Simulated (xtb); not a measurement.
C2H6Si, charge -1, doublet, from a rough starting geometry (a state made from the parent by changing its charge; the spin is typed, not shown lowest); xtb with GFN2-xTB.

Here is a job for xtb.
```
$ xtb mol.xyz --gfn 2 --chrg -1 --uhf 1 --opt vtight --json

# file mol.xyz
9

Si    -0.01820879     0.04236597     1.27497958
C      0.60037809     1.34141904     0.02725945
H      0.13366311     2.31322824     0.24856403
H      0.38780949     1.06149122    -1.01795395
H      1.61680247     1.53731897     0.15399325
C     -0.62500138    -1.32887859    -0.00186973
H      0.21677792    -1.81830217    -0.44695113
H     -1.28557296    -0.96135391    -0.77596561
H     -1.14494171    -2.12085614     0.55718161
```

Q: Write the output that xtb gives for this input, abridged.

A: 
```
   ID    Z sym.   atoms
    1   14 Si     1
    2    6 C      2, 6
    3    1 H      3-5, 7-9

           -------------------------------------------------
          |                Calculation Setup                |
           -------------------------------------------------

           -------------------------------------------------
          |                 G F N 2 - x T B                 |
           -------------------------------------------------

          ...................................................
          :                      SETUP                      :
          :.................................................:
          :  # basis functions                  24          :
          :  # atomic orbitals                  23          :
          :  # shells                           13          :
          :  # electrons                        19          :
          :  max. iterations                   250          :
          :  Hamiltonian                  GFN2-xTB          :
          :  restarted?                      false          :
          :  GBSA solvation                  false          :
          :  PC potential                    false          :
          :  electronic temp.          300.0000000     K    :
          :  accuracy                    1.0000000          :
          :  -> integral cutoff          0.2500000E+02      :
          :  -> integral neglect         0.1000000E-07      :
          :  -> SCF convergence          0.1000000E-05 Eh   :
          :  -> wf. convergence          0.1000000E-03 e    :
          :  Broyden damping             0.4000000          :
          :  net charge                         -1          :
          :  unpaired electrons                  1          :
          ...................................................

 iter      E             dE          RMSdq      gap      omega  full diag
   1     -9.1200828 -0.912008E+01  0.744E+00    2.69       0.0  T
   2     -9.2249782 -0.104895E+00  0.696E+00    2.63       1.0  T
   3     -9.2295662 -0.458801E-02  0.510E+00    2.67       1.0  T
   4     -9.2304813 -0.915039E-03  0.288E-01    2.77       1.0  T
   5     -9.2305051 -0.238500E-04  0.159E-01    2.77       1.0  T
   6     -9.2305123 -0.721004E-05  0.858E-02    2.77       1.0  T
   7     -9.2305143 -0.197533E-05  0.674E-02    2.76       1.0  T
   8     -9.2305164 -0.211919E-05  0.272E-02    2.76       1.2  T
   9     -9.2305168 -0.336654E-06  0.881E-03    2.76       3.8  T
  10     -9.2305168 -0.380516E-07  0.834E-04    2.76      40.0  T
  11     -9.2305168 -0.741256E-10  0.486E-04    2.76      68.6  T

   *** convergence criteria satisfied after 11 iterations ***

         :::::::::::::::::::::::::::::::::::::::::::::::::::::
         ::                     SUMMARY                     ::
         :::::::::::::::::::::::::::::::::::::::::::::::::::::
         :: total energy              -9.103152475336 Eh    ::
         :: gradient norm              0.065807649425 Eh/a0 ::
         :: HOMO-LUMO gap              2.757884066553 eV    ::
         ::.................................................::
         :: SCC energy                -9.230515934915 Eh    ::
         :: -> isotropic ES            0.115107668155 Eh    ::
         :: -> anisotropic ES         -0.010372338402 Eh    ::
         :: -> anisotropic XC         -0.003119144153 Eh    ::
         :: -> dispersion             -0.005440507432 Eh    ::
         :: repulsion energy           0.127363459580 Eh    ::
         :: add. restraining           0.000000000000 Eh    ::
         :: total charge              -1.000000000000 e     ::
         :::::::::::::::::::::::::::::::::::::::::::::::::::::

      -----------------------------------------------------------
     |                   =====================                   |
     |                        A N C O P T                        |
     |                   =====================                   |
[...]
 * total energy  :    -9.1092439 Eh     change       -0.1239767E-05 Eh
 * total energy  :    -9.1092450 Eh     change       -0.1113217E-05 Eh
 * total energy  :    -9.1092461 Eh     change       -0.1066354E-05 Eh
 * total energy  :    -9.1092470 Eh     change       -0.9298630E-06 Eh
 * total energy  :    -9.1092477 Eh     change       -0.6694662E-06 Eh
 * total energy  :    -9.1092481 Eh     change       -0.3967325E-06 Eh
 * total energy  :    -9.1092483 Eh     change       -0.2341806E-06 Eh
 * total energy  :    -9.1092485 Eh     change       -0.1602376E-06 Eh
 * total energy  :    -9.1092486 Eh     change       -0.1421252E-06 Eh
 * total energy  :    -9.1092488 Eh     change       -0.1418206E-06 Eh
 * total energy  :    -9.1092489 Eh     change       -0.1317104E-06 Eh
 * total energy  :    -9.1092490 Eh     change       -0.9466921E-07 Eh
   *** GEOMETRY OPTIMIZATION CONVERGED AFTER 41 ITERATIONS ***
         :: total energy              -9.109248990763 Eh    ::
[...]
         7        2.0000           -0.2636185              -7.1734
         8        2.0000           -0.1659593              -4.5160
         9        2.0000           -0.0853004              -2.3211
        10        1.0000           -0.0190112              -0.5173 (HOMO)
        11                          0.0938159               2.5529 (LUMO)
        12                          0.1375468               3.7428
        13                          0.2379069               6.4738
        14                          0.2436579               6.6303
        15                          0.2700949               7.3497
        16                          0.3800735              10.3423
        17                          0.3851552              10.4806
        18                          0.3929672              10.6932
        19                          0.3980593              10.8317
        20                          0.4219813              11.4827
        21                          0.4256143              11.5816
       ...                                ...                  ...
        23                          0.7786852              21.1891
      -------------------------------------------------------------
                  HL-Gap            0.1128271 Eh            3.0702 eV
             Fermi-level           -0.0073767 Eh           -0.2007 eV

     #   Z          covCN         q      C6AA      α(0)
     1  14 Si       1.750    -0.224   217.090    31.315
     2   6 C        3.645    -0.101    22.807     6.864
     3   1 H        0.924    -0.104     5.722     3.741
     4   1 H        0.923    -0.091     5.259     3.586
     5   1 H        0.923    -0.091     5.261     3.587
     6   6 C        3.645    -0.101    22.807     6.864
     7   1 H        0.923    -0.091     5.259     3.586
     8   1 H        0.923    -0.091     5.261     3.587
     9   1 H        0.924    -0.104     5.722     3.741

 Mol. C6AA /au·bohr⁶  :       1424.640792
 Mol. C8AA /au·bohr⁸  :      48986.214165
 Mol. α(0) /au        :         66.870961

Wiberg/Mayer (AO) data.
largest (>0.10) Wiberg bond orders for each atom

 ---------------------------------------------------------------------------
     #   Z sym  total        # sym  WBO       # sym  WBO       # sym  WBO
 ---------------------------------------------------------------------------
     1  14 Si   1.597 --     6 C    0.841     2 C    0.841
     2   6 C    3.879 --     3 H    1.014     5 H    0.998     4 H    0.998
                             1 Si   0.841
     3   1 H    0.989 --     2 C    1.014
     4   1 H    0.992 --     2 C    0.998
     5   1 H    0.992 --     2 C    0.998
     6   6 C    3.879 --     9 H    1.014     8 H    0.998     7 H    0.998
                             1 Si   0.841
     7   1 H    0.992 --     6 C    0.998
     8   1 H    0.992 --     6 C    0.998
     9   1 H    0.989 --     6 C    1.014
 ---------------------------------------------------------------------------

Topologies differ in total number of bonds
Writing topology from bond orders to xtbtopo.mol

molecular dipole:
                 x           y           z       tot (Debye)
 q only:        0.144      -0.068      -0.323
   full:        0.828      -0.380      -2.163       5.966
molecular quadrupole (traceless):
                xx          xy          yy          xz          yz          zz
 q only:        2.306      -4.125      -5.350       0.519      -0.157       3.044
  q+dip:        4.282      -2.357      -0.182       4.324      -1.918      -4.100
   full:        3.815      -1.140       1.608       4.461      -2.003      -5.423

optimized geometry written to: xtbopt.xyz

           -------------------------------------------------
          | TOTAL ENERGY               -9.109248990763 Eh   |
          | GRADIENT NORM               0.000016292932 Eh/α |
          | HOMO-LUMO GAP               3.070180910414 eV   |
           -------------------------------------------------

normal termination of xtb
```
